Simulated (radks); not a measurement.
Values are calculated unless marked as measured or tabulated.
Ionisation of the fluorine ion F3+, [He] 2s2 2p2, to F4+, [He] 2s2 2p1, under several functionals. Scalar-relativistic Kohn-Sham, spin-polarised, spherical densities, point nucleus; open shells are filled with parallel spins first; a radial shooting solver on a logarithmic mesh with Libxc functionals.

functional,E(F3+) (hartree),Exc (hartree),IE (eV),-e(HOMO) (eV),<r> HOMO (bohr),IE error (eV)
AM05,-95.04611,-8.02426,87.630,74.931,0.8181,+0.455
SOGGA,-95.17425,-8.15956,87.522,74.828,0.8193,+0.347
RPBE,-95.59509,-8.59739,87.760,75.050,0.8194,+0.585
exchange-only LDA,-94.49031,-7.45224,86.376,73.726,0.8200,-0.799
OLYP,-95.58818,-8.59625,88.025,75.342,0.8176,+0.850

NIST Atomic Spectra Database: 87.18 eV (semi-empirical). Closest: SOGGA. The Delta-SCF values span 1.65 eV, the total energies 1.10 hartree. The highest occupied level is 2p. Open shells are spherical and high-spin; term and fine-structure splittings are not resolved.
